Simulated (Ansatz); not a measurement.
```xyz
6

B     0.0000    0.0000   -1.2295
C     0.0000    0.0000    0.1681
O     0.0000    0.0000    1.2094
H     0.0000   -1.0866   -1.5122
H    -0.9410    0.5433   -1.5122
H     0.9410    0.5433   -1.5122
```

Basis set: def2-TZVP (spherical functions). Correlated methods keep 3 orbitals frozen. Charge 0, multiplicity 1.

Computed with Ansatz (development build ahead of 0.2.0); each method stands on the lowest determinant of its kind that the runs found. Restricted open shells among the atoms or ions are ROHF, correlated in semicanonical orbitals with singles.

Task: Give the atomization energy at this shape (free ground-state atoms in the same class of orbitals less the molecule, no zero-point energy) of singlet CH3BO by RHF-MP2, RHF.

Result:

| method | atomization energy |
| --- | --- |
| RHF-MP2 | 23.18 eV |
| RHF | 17.37 eV |

Caution: no unrestricted run beside it, a lower state can exist; the shape is not the minimum.
